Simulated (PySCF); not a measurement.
F₃H₂NbO₂, SMILES [OH][Nb]([OH])([F])([F])[F], multiplicity 1.

Geometry optimised at r2SCAN-D4/def2-SVP. A frequency run showed that this geometry is not a minimum. The spin state was assumed, not searched. The structure was generated by enumeration; whether it is a known compound was not checked. The def2 effective core potentials stand for the cores of Nb; spin–orbit coupling is left out. Other conformers were not sampled.

Two levels are set side by side: TDA-PBE/def2-SVPD (PySCF) and TDA-LC-ωPBE/def2-SVPD (PySCF). Vertical, same geometry. The lowest singlet is HOMO−1→LUMO 50 %, HOMO→LUMO+1 50 % with PBE and HOMO→LUMO 49 %, HOMO−1→LUMO+1 49 % with the other functional; states are paired by order. Differences are taken from unrounded values.

```csv
quantity,TDA-LC-ωPBE,TDA-PBE,TDA-PBE minus TDA-LC-ωPBE
lowest singlet excitation (eV),6.21,5.43,-0.79
lowest triplet excitation (TDA) (eV),5.78,5.01,-0.76
```

A lower first singlet is the usual sign of a functional without exact exchange. Differences between two approximate levels are no errors against the true value.

Rough cost on one machine, each run with all the roots and properties that it gave: TDA-LC-ωPBE against TDA-PBE about 3 times.
